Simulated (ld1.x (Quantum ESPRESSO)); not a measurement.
# What one change does to a pseudopotential (W, TM)

W, norm-conserving Troullier–Martins (Kleinman–Bylander form), made with ld1.x (Quantum ESPRESSO) 7.5 (PBE, scalar-relativistic). Core [Xe] 4f14, reference 5d4 6s2 6p0. Waves: 6s (bound): rc 2.70 bohr; 6p (bound, empty): rc 2.55 bohr; 5d (bound): rc 2.70 bohr. Local part: all-electron potential smoothed inside 1.90 bohr (lloc = -1). Core correction: a·sin(br)/r model core inside 2.65 bohr.

Change: wave 6s (bound): rc 2.70 bohr becomes 6s (bound): rc 3.22 bohr.

Cutoffs: the cutoffs (Ry, on a coarse ladder) from which the occupation-weighted sum of valence levels, in a spherical-Bessel basis at the reference potential, stays within 10 and 1 mRy of its value at 400 Ry; they do not see the model core or the augmentation charge, which bear on the density cutoff. Errors are all-electron minus pseudo energies relative to the spin-unpolarised reference configuration.

Problem. What does the change do?

Solution. The potential gets neither clearly harder nor softer (25 Ry and 30 Ry → 25 Ry and 30 Ry); both files keep a bound ghost (p, s); of the 6 tests that both files solve, the error grows in 3 and shrinks in 1 by more than 15 % and 0.3 meV (median size 12.4 → 6.6 meV).

```tsv
quantity	base	changed
cutoff, loose	25 Ry	25 Ry
cutoff, tight	30 Ry	30 Ry
loose cutoff by channel (10 mRy a level)	s 6 Ry, d 21 Ry	s 8 Ry, d 21 Ry
bound ghosts	s, p	s, p
tests counted (converged, no solver errors)	6 of 7	6 of 7
error for 5d4 6s1 6p0, meV [ΔE 8.88 eV]	-4.2	-3.9
error for 5d4 6s0 6p0, meV [ΔE 24.56 eV]	+0.9	-7.6
error for 5d3 6s0 6p0, meV [ΔE 49.94 eV]	-27	-94
error for 5d5 6s0 6p0, meV [ΔE 9.69 eV]	-24	+5.5
error for 5d4 6s1.5 6p0, meV [ΔE 3.63 eV]	-1.6	-1.4
error for 5d4 6s0 6p2, meV [ΔE 9.26 eV]	-21	-35
```

Base: Tests not counted: 5d3 6s2 6p1 (solver errors, printed error -195 eV). Changed file: Tests not counted: 5d3 6s2 6p1 (solver errors, printed error -2.4 eV). A true bound ghost makes a file unfit for plane-wave use even where its test errors are small: the radial tests pick states by their node count and pass the ghost by. Where a test does run into it, the solver fails or the error is huge.
